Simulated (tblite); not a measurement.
Species: C7H11ClNP.
InChI=1S/C7H11ClNP/c1-7(2,3)9-5-10-4-6(9)8/h4-5H,1-3H3

Computed with GFN2-xTB (tblite): harmonic, unscaled wavenumbers at the GFN2-xTB geometry, gas phase. Errors from tens to a few hundred cm⁻¹ against measured bands are possible.

Harmonic wavenumbers (cm⁻¹): 69.5, 104.8, 150.4, 188.6, 206.7, 213.3, 268.0, 297.4, 337.8, 348.1, 377.1, 400.0, 405.3, 461.7, 495.2, 569.3, 572.5, 683.8, 696.1, 772.2, 848.5, 883.6, 950.5, 957.2, 963.9, 968.3, 993.0, 1037.0, 1041.8, 1126.5, 1186.1, 1223.2, 1237.3, 1237.6, 1347.9, 1364.2, 1403.0, 1403.7, 1426.7, 1470.0, 1480.3, 1484.2, 1489.8, 1495.6, 1509.4, 1512.5, 3031.8, 3032.9, 3034.6, 3038.7, 3044.7, 3046.4, 3052.6, 3081.0, 3084.4, 3141.5, 3173.6.

A = 1271, B = 935.8, C = 612.7 MHz; mass 175.032 u (most abundant isotopes); point group Cs, symmetry number 1.

What is the zero-point energy?

Half the sum of the wavenumbers: 36711 cm⁻¹ = 104.96 kcal/mol.

Entropy at 298.15 K, 1 bar (ideal gas, RRHO, classical rotation)?

Translation 41.41, rotation 30.47, vibration 29.63: S = 101.5 cal/(mol K).

And Cp and H(298.15 K) − H(0)?

Cp = 43.45 cal/(mol K), of which vibrations give 35.51 (their classical limit is 57 R = 113.3); H(298.15 K) − H(0) = 7.46 kcal/mol without the zero-point energy, 5.09 from vibrations.

Blend soft modes into free rotors: weight 1/[1 + (100 cm⁻¹/ν̃)⁴] for the oscillator and the rest for a rotor with moment μB/(μ + B), μ = h/(8π²ν), B = 10⁻⁴⁴ kg m². What vibrational entropy results?

28.60 cal/(mol K) in place of 29.63, which changes −T·S at 298.15 K by +0.31 kcal/mol.

How do the functions run with temperature in this model?

| T (K) | S (cal/(mol K)) | Cp (cal/(mol K)) | H − H(0) (kcal/mol) | G − H(0) (kcal/mol) | ln q(vib) |
| --- | --- | --- | --- | --- | --- |
| 100 | 69.5 | 18.7 | 1.21 | -5.74 | 1.06 |
| 200 | 86.6 | 31.9 | 3.76 | -13.56 | 3.55 |
| 300 | 101.8 | 43.7 | 7.54 | -22.99 | 6.37 |
| 500 | 129.1 | 64.0 | 18.41 | -46.14 | 12.20 |
| 800 | 163.8 | 83.3 | 40.77 | -90.25 | 20.65 |
| 1000 | 183.3 | 91.6 | 58.30 | -124.99 | 25.89 |

q(vib) and H(0) count from the zero-point level.

What must be added to the electronic energy to get the Gibbs energy at 298.15 K and 1 bar?

ZPE + [H(298.15 K) − H(0)] − T·S = 104.96 + 7.46 − 30.27 = 82.15 kcal/mol.

Which modes carry the vibrational entropy at 298.15 K?

69.5 cm⁻¹: 4.17; 104.8 cm⁻¹: 3.36; 150.4 cm⁻¹: 2.67; 188.6 cm⁻¹: 2.24; 206.7 cm⁻¹: 2.07; 213.3 cm⁻¹: 2.02 cal/(mol K); the other 51 give 13.10 together.

Hindered rotation and anharmonicity are outside this model.

Shape of the structure used: `[CH3:1][C:2]([CH3:3])([CH3:4])[n:5]1[cH:6][p:7][cH:8][c:9]1[Cl:10]`: C1–C2–N5–C6 119°.
